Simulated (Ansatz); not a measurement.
One change: `C#[C][Ga]([Cl])[Cl]` becomes `[NH2][Ga]([Cl])[Cl]`.

Ansatz, PBE0-D4/def2-TZVP geometries, multiplicity 1. Each molecule was computed in one conformer, which needn't be the lowest.

Scalar relativity is left out up to krypton.

| property | `C#[C][Ga]([Cl])[Cl]` |
| --- | --- |
| HOMO–LUMO gap (B3LYP/def2-TZVPP) / eV | 6.38 |
| HOMO–LUMO gap (PBE0/def2-TZVPP) / eV | 6.89 |
| HOMO–LUMO gap (ωB97M-V/def2-TZVPP) / eV | 11.00 |
| HOMO energy (B3LYP/def2-TZVPP) / eV | -8.57 |
| HOMO energy (PBE0/def2-TZVPP) / eV | -8.85 |
| zero-point energy (PBE0-D4/def2-TZVP) / kJ/mol | 55.8 |

(1) Give the same properties after the change, and the shifts. (Best estimate.)

Answers

(1) Ansatz gave: 
```
                                      property  `[NH2][Ga]([Cl])[Cl]`  shift
         HOMO–LUMO gap (B3LYP/def2-TZVPP) / eV                   6.46   0.08
          HOMO–LUMO gap (PBE0/def2-TZVPP) / eV                   7.05   0.16
       HOMO–LUMO gap (ωB97M-V/def2-TZVPP) / eV                  11.30   0.30
           HOMO energy (B3LYP/def2-TZVPP) / eV                  -7.81   0.76
            HOMO energy (PBE0/def2-TZVPP) / eV                  -8.07   0.78
zero-point energy (PBE0-D4/def2-TZVP) / kJ/mol                   72.8   17.0
```

With PBE0 the HOMO rises by 0.78 eV and the LUMO rises by 0.95 eV, so the gap widens by about 0.17 eV. PBE moves the HOMO by 0.93 eV and ωB97M-V by 0.67 eV.

B3LYP here is the variant with VWN-RPA as its local correlation; programs differ in this.
